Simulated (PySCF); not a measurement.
A structure optimised at ωB97X-D3(BJ)/def2-SVP, used in a PySCF frequency run:

```
Ge
N 1 1.8181
H 2 1.0170 1 115.78
H 2 1.0172 3 108.91 1 -131.99
H 1 1.5312 2 108.21 3 51.30
C 1 1.9323 5 115.67 2 -123.35
H 6 1.0994 1 110.18 5 -59.60
H 6 1.1003 7 109.32 1 -121.27
H 6 1.1003 7 108.39 8 -118.70
Cl 1 2.1851 5 105.74 2 119.52
```

Task: Write its SMILES and formula.

Result: [CH3][Ge@H]([NH2])[Cl], CH6ClGeN

Task: What are its rotational constants (standard atomic weights)?

Result: 5.0137, 2.7457, 2.0726 GHz
